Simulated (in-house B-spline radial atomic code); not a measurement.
A run on an ion of nuclear charge 66 with 66.2 electrons that did not converge. Method: scalar-relativistic (X2C) LC-wPBE, spin-polarised, spherical fractional occupations, Fermi nucleus of rms radius 5.2218 fm; computed with a B-spline radial code for spherical atoms.

Command:
```bash
python run_scf.py task.json out
```
Settings (nuclear radius in fm, mass in u):
```
Z                66
configuration    [Xe] 4f10.2 6s2
hamiltonian      x2c
method           lc_wpbe
spin_polarised   True
nucleus          fermi
rms_radius       5.2218
atomic_mass      163.92918
speed_of_light   137.035999084
```

First and last ten iterations of the last attempt (damped for 15 steps, keeping 80 % of the old Fock matrix, then DIIS):
```
 iter        energy (Eh)    residual
    1      -12102.134737    7.77e-01
    2      -12107.999041    1.37e+00
    3      -12131.555224    8.89e-01
    4      -12144.292857    5.52e-01
    5      -12150.724639    3.53e-01
    6      -12153.737938    2.33e-01
    7      -12155.059422    1.59e-01
    8      -12155.623299    1.06e-01
    9      -12155.874605    7.04e-02
   10      -12155.999025    5.62e-02
  111      -12151.651007    2.00e-01
  112      -12151.652609    2.00e-01
  113      -12151.650942    2.00e-01
  114      -12151.658353    2.00e-01
  115      -12151.668150    1.99e-01
  116      -12151.674945    1.99e-01
  117      -12151.673244    1.99e-01
  118      -12151.679045    1.99e-01
  119      -12151.692609    1.99e-01
  120      -12156.154580    1.75e-02
 not converged after 120 iterations
```

The smallest residual met was 1.4e-02; the threshold is about 7e-07. No energy from this run should be used. Cost of the run: 45 s on 1 thread of Intel(R) Xeon(R) 6975P-C, with other jobs on the host.
